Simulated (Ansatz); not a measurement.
`[CH3][Ga][SiH3]` radical, relaxed with UKS PBE0-D4/def2-TZVP in the Gaussian-basis code of Ansatz from a PBE-D4/def2-SVP geometry. The force threshold is 0.005 eV/Å; the program also tests the step.

The species carries charge 0 and has multiplicity 2.

Start:

```xyz
9

C    -1.903   -0.587    0.200
Ga   -0.603    0.614   -0.752
Si    1.818    0.576   -0.235
H    -1.594   -1.643    0.044
H    -2.948   -0.457   -0.142
H    -1.848   -0.370    1.288
H     2.614    0.645   -1.515
H     2.331   -0.604    0.561
H     2.133    1.826    0.553
```

Question: By how much does the energy fall, and how many steps does the optimiser take? (Estimate.)

Answer: The calculation gave: 2.70 kJ/mol, in 15 steps.

Question: Which bonds change most? (An estimate is asked.)

Answer: The calculation gave: Ga2–Si3 from 2.475 to 2.454 Å; Si3–H9 from 1.511 to 1.491 Å; C1–Ga2 from 2.010 to 1.991 Å; Si3–H8 from 1.513 to 1.494 Å.

Question: Give the relaxed structure. (Best estimate.)

Answer: Computed: 
```xyz
9

C    -1.893   -0.600    0.183
Ga   -0.607    0.694   -0.615
Si    1.809    0.602   -0.198
H    -1.613   -1.613   -0.123
H    -2.924   -0.410   -0.112
H    -1.817   -0.548    1.273
H     2.513    0.477   -1.507
H     2.298   -0.498    0.686
H     2.233    1.895    0.412
```
